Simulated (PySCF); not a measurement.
## Correlation energy of Ce⁴²⁺ (cerium, charge +42)

Starting occupation: [Ne] 3s2 3p4, 3p1/2 with m_j = -1/2, +1/2, 3p3/2 with m_j = +1/2, +3/2. Calculation: PySCF 2.14, in an uncontracted even-tempered set (18 s from 9.4 bohr⁻², ratio 2.4; 14 p from 12 bohr⁻², ratio 2.4; 4 d from 45 bohr⁻², ratio 2.6; 4 f from 68 bohr⁻², ratio 2.6); X2C-1e with screened-nucleus spin-orbit coupling, Gaussian nucleus. Frozen: 1s2; 14 electrons correlated; the 54 highest virtual spinors left out.

MP2 pair energies summed by pair of shells (mhartree):

```tsv
pair	energy	share (%)
2p3/2-2p3/2	-87.72	15.2
2p1/2-2p3/2	-86.82	15.0
3p3/2-3s1/2	-47.71	8.3
3p1/2-3p3/2	-43.35	7.5
2p3/2-2s1/2	-38.92	6.7
2p3/2-3p1/2	-34.10	5.9
3p1/2-3s1/2	-32.14	5.6
2p3/2-3p3/2	-29.48	5.1
3p1/2-3p1/2	-23.73	4.1
2p3/2-3s1/2	-23.40	4.1
2p1/2-2p1/2	-20.79	3.6
2p1/2-2s1/2	-18.99	3.3
2p1/2-3p3/2	-13.41	2.3
2p1/2-3p1/2	-12.77	2.2
2s1/2-2s1/2	-10.94	1.9
3p3/2-3p3/2	-10.31	1.8
2p1/2-3s1/2	-9.54	1.7
3s1/2-3s1/2	-9.43	1.6
2s1/2-3p1/2	-9.01	1.6
2s1/2-3p3/2	-7.98	1.4
2s1/2-3s1/2	-7.17	1.2
```

Total MP2 correlation energy: -577.72 mhartree.

At this charge the one-electron X2C treatment keeps the bare 1/r₁₂, with no two-electron picture change or Breit term. The effect here is smaller than on the frozen 1s shell.
